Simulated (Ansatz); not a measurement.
**Cost against result**

Saddle point of CH5FZn, closed shell (CH₄Zn ([CH3][ZnH]) + HF → CH₃FZn ([CH3][Zn][F]) + H₂; bonds formed: Zn1–F5, H2–H4; bonds broken: Zn1–H2, H4–F5), PBE0-D4/def2-TZVP structure:

```tsv
atom	x (Å)	y (Å)	z (Å)
Zn1	0.2017	-0.2291	0.3890
H2	0.6966	-0.5150	2.0760
C3	-0.6632	0.8530	-0.9595
H4	1.0381	-1.3076	1.5891
F5	1.2127	-1.9821	0.5937
H6	-1.2356	1.6642	-0.5082
H7	0.0869	1.2829	-1.6262
H8	-1.3373	0.2337	-1.5540
```

Barriers are electronic and count from the start structure reached by relaxing down the imaginary mode.

Computed with Ansatz 0.2.0 (basis: as named in each row); correlated methods freeze the cores. The 3s and 3p shells of Cu and Zn are frozen; filled d shells are correlated. B3LYP uses VWN-RPA correlation. Extrapolation: Hartree–Fock as exp(−7.88 √X), correlation as X^−2.97.

Times are rough, for one single point on 4 threads of a shared host (Intel Xeon Platinum 8259CL).

The estimate by CCSD(T) at an estimated basis limit (MP2 extrapolated from triple and quadruple zeta, plus CCSD(T) − MP2 in triple zeta) is 53.5 kJ/mol.

```tsv
method	basis	time (s)	barrier (kJ/mol)	method less estimate
SPW92	def2-SVP	under 1	-7.2	-60.7
HF	STO-3G	under 1	43.5	-10.0
PBE-D4	def2-SVP	under 1	10.5	-43.0
B3LYP-D4	6-31G	under 1	0.6	-52.9
PBE0-D4	def2-SVP	under 1	25.7	-27.8
SPW92	def2-TZVPP	1	23.9	-29.6
BLYP-D4	def2-TZVPP	1	47.5	-6.0
PBE-D4	def2-TZVPP	2	41.4	-12.1
CCSD(T)	def2-SVP	2	40.2	-13.3
B3LYP-D4	def2-TZVPP	2	53.2	-0.3
BHLYP-D4	def2-TZVPP	2	60.6	7.1
PBE0-D4	def2-TZVPP	2	50.3	-3.2
r2SCAN-D4	def2-TZVPP	3	38.1	-15.4
CAM-B3LYP-D4	def2-TZVPP	3	51.4	-2.1
RPA on PBE	def2-TZVPP	3	57.4	3.9
wB97M-V	def2-SVP	3	27.1	-26.5
r2SCAN0-D4	def2-TZVPP	3	46.9	-6.6
PBE-QIDH	def2-TZVPP	3	54.6	1.1
B2PLYP	def2-TZVPP	4	54.4	0.9
B97M-V	def2-TZVPP	5	53.0	-0.5
wB97X-V	def2-TZVPP	6	51.7	-1.8
wB97M-V	def2-TZVPP	6	53.3	-0.2
PBE-D4	STO-3G	6	-42.2	-95.8
MP2	def2-QZVPP	10	53.6	0.1
CCSD(T)	def2-TZVPP	31	57.8	4.3
```

All methods are single points on the PBE0-D4 structures; a negative value means that the method puts the saddle structure below the start.

T1 diagnostic: at most 0.016.

Labels in which every atom is bracketed show which atoms are joined, not bond orders.
